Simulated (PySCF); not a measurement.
## `CCC#C[C@@]1(F)C[C@H]1[NH3+]`, [C7H11FN]+, charge +1

Molfile (atoms numbered from 1):
```
C7H11FN
     RDKit          3D

 20 20  0  0  0  0  0  0  0  0999 V2000
    2.8149    0.9406    0.7121 C   0  0  0  0  0  0  0  0  0  0  0  0
    2.6235   -0.0118   -0.4713 C   0  0  0  0  0  0  0  0  0  0  0  0
    1.2366   -0.3284   -0.6863 C   0  0  0  0  0  0  0  0  0  0  0  0
    0.0642   -0.5764   -0.8094 C   0  0  0  0  0  0  0  0  0  0  0  0
   -1.3184   -0.8968   -1.0199 C   0  0  1  0  0  0  0  0  0  0  0  0
   -1.6579   -1.2016   -2.2908 F   0  0  0  0  0  0  0  0  0  0  0  0
   -2.1104   -1.5232    0.0929 C   0  0  0  0  0  0  0  0  0  0  0  0
   -2.3294   -0.0729   -0.2343 C   0  0  1  0  0  0  0  0  0  0  0  0
   -1.7267    0.9336    0.6648 N   0  0  0  0  0  0  0  0  0  0  0  0
    2.4278    0.5040    1.6306 H   0  0  0  0  0  0  0  0  0  0  0  0
    3.8744    1.1325    0.8504 H   0  0  0  0  0  0  0  0  0  0  0  0
    2.3187    1.8924    0.5324 H   0  0  0  0  0  0  0  0  0  0  0  0
    3.0192    0.4411   -1.3836 H   0  0  0  0  0  0  0  0  0  0  0  0
    3.1649   -0.9441   -0.2920 H   0  0  0  0  0  0  0  0  0  0  0  0
   -1.5860   -1.7890    0.9979 H   0  0  0  0  0  0  0  0  0  0  0  0
   -2.8943   -2.2123   -0.1819 H   0  0  0  0  0  0  0  0  0  0  0  0
   -3.2549    0.2283   -0.7033 H   0  0  0  0  0  0  0  0  0  0  0  0
   -0.6928    0.7638    0.6206 H   0  0  0  0  0  0  0  0  0  0  0  0
   -2.0598    0.8431    1.6341 H   0  0  0  0  0  0  0  0  0  0  0  0
   -1.9188    1.8877    0.3340 H   0  0  0  0  0  0  0  0  0  0  0  0
  1  2  1  0
  2  3  1  0
  3  4  3  0
  4  5  1  0
  5  6  1  6
  5  7  1  0
  7  8  1  0
  8  9  1  0
  8  5  1  0
  1 10  1  0
  1 11  1  0
  1 12  1  0
  2 13  1  0
  2 14  1  0
  7 15  1  0
  7 16  1  0
  8 17  1  6
  9 18  1  0
  9 19  1  0
  9 20  1  0
M  CHG  1   9   1
M  END
```

Theory: PySCF 2.14.0, GIAO B3LYP/pcSseg-1 magnetisability, rotational g tensor and spin-rotation constants, non-relativistic, gas phase. Geometry: GFN2-xTB.

For an ion the centre-of-mass motion in the field is neglected.

Question: Give the nuclear spin-rotation constants along the inertial axes (H = +C I·J) beside the isotropic shieldings.

Answer: Rotational constants 2.6365, 0.8986, 0.7402 GHz. A star marks the isotopologue with that one atom substituted, in its own axes.
```
atom  isotope  Caa (kHz)  Cbb (kHz)  Ccc (kHz)  mean (kHz)  σ (ppm)
  F6      19F      0.824      0.663      0.596       0.694    361.3
  N9      14N      0.139      0.048      0.044       0.077    194.9
 H10       1H     -0.280     -0.078     -0.036      -0.131     30.6
 H11       1H      0.049     -0.109     -0.093      -0.051     30.0
 H12       1H     -0.285     -0.086     -0.028      -0.133     30.7
 H13       1H     -0.270     -0.073     -0.025      -0.122     28.9
 H14       1H     -0.272     -0.077     -0.019      -0.123     28.9
 H15       1H     -0.275     -0.106     -0.031      -0.137     30.5
 H16       1H     -0.049     -0.104     -0.077      -0.077     29.3
 H17       1H     -0.059     -0.110     -0.065      -0.078     28.4
 H18       1H     -0.029     -0.079     -0.085      -0.064     24.8
 H19       1H     -0.340     -0.040     -0.059      -0.146     27.0
 H20       1H     -0.336     -0.102     -0.002      -0.146     26.4
  C1     13C*      0.375      0.118      0.116       0.203    164.8
  C2     13C*      0.355      0.125      0.108       0.196    167.0
  C3     13C*      0.198      0.348      0.328       0.291     61.5
  C4     13C*      0.071      0.309      0.224       0.201    112.9
  C5     13C*      0.625      0.181      0.187       0.331    105.8
  C7     13C*      0.349      0.118      0.154       0.207    155.4
  C8     13C*      0.406      0.147      0.142       0.232    145.8
```
For the geometry as given, no vibrational averaging.
